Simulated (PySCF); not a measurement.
C₄H₇NSi, SMILES C(/C=C\C#N)[SiH3].

The structure is a stationary point at PBE0-D3(BJ)/def2-SVP. The structure was generated by enumeration; whether it is a known compound was not checked. One conformer was computed; it need not be the lowest.

All values below come from PBE0-D3(BJ)/def2-SVP in PySCF.

Frequencies are harmonic and unscaled.

| mode | ν (cm⁻¹) | IR (km/mol) | moving atoms (share of kinetic energy) |
|---|---|---|---|
| 1 | 43 | 1.8 | Si 32 %, N 29 %, C 23 %, H 16 % |
| 2 | 123 | 2.6 | H 72 %, N 17 %, C 10 % |
| 3 | 156 | 2.5 | C 49 %, H 24 %, Si 19 %, N 9 % |
| 4 | 170 | 2.9 | H 41 %, C 34 %, N 25 % |
| 5 | 331 | 1.4 | C 57 %, H 25 %, N 14 % |
| 6 | 391 | 0.5 | C 70 %, H 21 %, N 8 % |
| 7 | 516 | 5.3 | H 90 % |
| 8 | 559 | 12.1 | C 57 %, H 33 % |
| 9 | 590 | 9.7 | H 57 %, C 22 %, Si 20 % |
| 10 | 669 | 12.6 | C 63 %, H 27 %, N 9 % |
| 11 | 717 | 43.2 | C 51 %, H 39 %, Si 8 % |
| 12 | 791 | 15.2 | H 60 %, C 35 % |
| 13 | 869 | 50.6 | H 56 %, C 37 % |
| 14 | 914 | 252.0 | H 89 %, Si 9 % |
| 15 | 940 | 35.5 | H 97 % |
| 16 | 944 | 44.4 | H 84 %, C 11 % |
| 17 | 952 | 2.6 | C 57 %, H 31 %, N 12 % |
| 18 | 1002 | 0.4 | H 77 %, C 22 % |
| 19 | 1050 | 5.7 | H 55 %, C 40 % |
| 20 | 1159 | 16.8 | H 79 %, C 20 % |
| 21 | 1164 | 42.0 | H 69 %, C 30 % |
| 22 | 1248 | 9.7 | H 82 %, C 18 % |
| 23 | 1392 | 8.8 | H 73 %, C 26 % |
| 24 | 1438 | 9.3 | H 75 %, C 25 % |
| 25 | 1708 | 41.9 | C 93 % |
| 26 | 2233 | 87.5 | H 98 % |
| 27 | 2241 | 105.6 | H 96 % |
| 28 | 2255 | 74.6 | H 96 % |
| 29 | 2380 | 25.6 | C 63 %, N 37 % |
| 30 | 3071 | 1.8 | H 95 % |
| 31 | 3142 | 0.2 | H 90 %, C 10 % |
| 32 | 3190 | 4.0 | H 92 %, C 8 % |
| 33 | 3221 | 1.3 | H 91 %, C 9 % |
